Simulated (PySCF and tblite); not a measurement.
Values are calculated unless marked as measured or tabulated.
System: C₅H₉NO, numbered as in [CH2:1]=[CH:2][N:3]([CH3:4])[C:5]([CH3:6])=[O:7].

For the rotation about the C2–N3 bond (torsion C1–C2–N3–C4 from 0° to 144°, rising): electronic barrier 7.14 kcal/mol, zero-point change -0.99 kcal/mol, thermal and entropy terms at 250 K a further -0.07 kcal/mol (symmetry numbers apart). The minimum is Cs, the saddle C1. Level: PBE0/pcSseg-1 + D3(BJ) on GFN2-xTB stationary points, with GFN2-xTB thermal terms. Rates follow Eyring's equation with the number of equivalent paths and no tunnelling. Run with tblite and PySCF.

Q: How many equivalent paths lead out of the minimum?

A: 2: the symmetry number of the minimum is 1, that of the saddle displaced along its mode 1, and the displaced saddle is chiral while the minimum is not, which doubles the count.

Q: Work out the rate at 250 K.

A: ΔG‡ = 6.08 kcal/mol; k_B T/h = 5.2×10¹² s⁻¹; exp(−ΔG‡/RT) = 4.8×10⁻⁶; times 2 gives k = 5×10⁷ s⁻¹. Wigner's tunnelling factor for the 114i cm⁻¹ mode would be 1.02.
